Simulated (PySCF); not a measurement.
Computed shifts of a molecule C5H9B, PBE/pcSseg-1 (PySCF), GIAO, gas phase, equivalent atoms averaged, in ppm (number of nuclei): ¹³C: 188.5 (1), 150.5 (1), 45.5 (1), 30.9 (1), 10.2 (1). ¹H: 8.39 (1), 7.14 (1), 2.90 (2), 1.75 (1), 1.64 (1), 1.38 (3). References: ¹³C against TMS (σ = 182.0 ppm); ¹¹B against BF3 (σ = 83.9 ppm); ¹H against TMS (σ = 31.49 ppm), references at their B3LYP-D3(BJ)/def2-TZVP geometries, non-relativistic. Coordinates come from a B3LYP-D3(BJ)/def2-SVP optimisation. The values are those of a single conformer.

### Question
Which structure fits?
(A) CB1CC=C1C
(B) CC#CB(C)C
(C) CB1C=C[C@@H]1C
(D) CB1C=CCC1

### Answer
D, CB1C=CCC1
